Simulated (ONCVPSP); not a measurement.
## Mn: one change to an ONCV potential, before and after

| Item | Value |
| --- | --- |
| Element | manganese |
| Generator | ONCVPSP 4.0.1 |
| Type | optimised norm-conserving Vanderbilt (ONCV) |
| Functional | LDA (Perdew-Wang 92) |
| Relativity | scalar-relativistic |
| Frozen core | [Ar] |
| Valence charge | 7 |
| Reference configuration | 3d5 4s2 |
| Partial waves | 4s: rc 2.25 bohr, ncon 3, nbas 8, qcut 2.4 1/bohr, 1 projector; p scattering state at 0.12 Ha: rc 2.45 bohr, ncon 3, nbas 8, qcut 3.3 1/bohr, 3 projectors, debl 0.9 Ha; 3d: rc 1.75 bohr, ncon 4, nbas 9, qcut 10.1 1/bohr, 2 projectors, debl 1.7 Ha |
| Local potential | polynomial inside 1.50 bohr (lpopt 4, dvloc0 0 Ha) |
| Core correction | Teter function fitted to the true core (icmod 2), fcfact 0.7 |

In the p channel the program set the typed energies aside and used 0.050, 0.950, 1.850 Ha.

Change: d: qcut 6.6.

Cutoffs: the cutoffs (Ha) at which the residual kinetic energy of the hardest occupied pseudo-wave falls to 1 and 0.1 mHa per electron; they do not see the model core or the augmentation charge, which bear on the density cutoff. Errors are all-electron minus pseudo energies relative to the spin-unpolarised reference configuration.

**Question.** How do hardness, ghosts and transferability respond?

**Answer.** The potential gets harder (36 Ha and 41 Ha → 47 Ha and 100 Ha); of the 4 tests that both files solve, the error grows in 3 and shrinks in 1 by more than 15 % and 0.3 meV (median size 6.4 → 16.2 meV); neither file shows a bound ghost.

| quantity | base | changed |
| --- | --- | --- |
| cutoff, loose | 36 Ha | 47 Ha |
| cutoff, tight | 41 Ha | 100 Ha |
| loose cutoff by channel | s 5.6 Ha, d 36 Ha | s 5.6 Ha, d 47 Ha |
| bound ghosts | none | none |
| GHOST(+) flags under 300 eV | s at 3.7 eV, p at 99.5 eV | s at 3.7 eV, p at 99.5 eV |
| error for 3d5 4s1, meV [ΔE 8.65 eV] | +7.2 | +10 |
| error for 3d5 4s0, meV [ΔE 24.52 eV] | +5.6 | +22 |
| error for 3d4 4s0, meV [ΔE 57.33 eV] | -111 | -33 |
| error for 3d5 4s1 4p1, meV [ΔE 3.92 eV] | +1.6 | +2.3 |
| s: phases at 2.29 bohr within 0.05 rad from the reference energy up to (Ha; the scan ends near 5) | 0.0 | 0.0 |
| p: phases at 2.49 bohr within 0.05 rad from the reference energy up to (Ha; the scan ends near 5) | 2.9 | 2.9 |
| d: phases at 1.78 bohr within 0.05 rad from the reference energy up to (Ha; the scan ends near 5) | to the end of the scan | to the end of the scan |
| rms error of d²Exc/dni dnj with the model core, mHa | 4.19 | 3.80 |
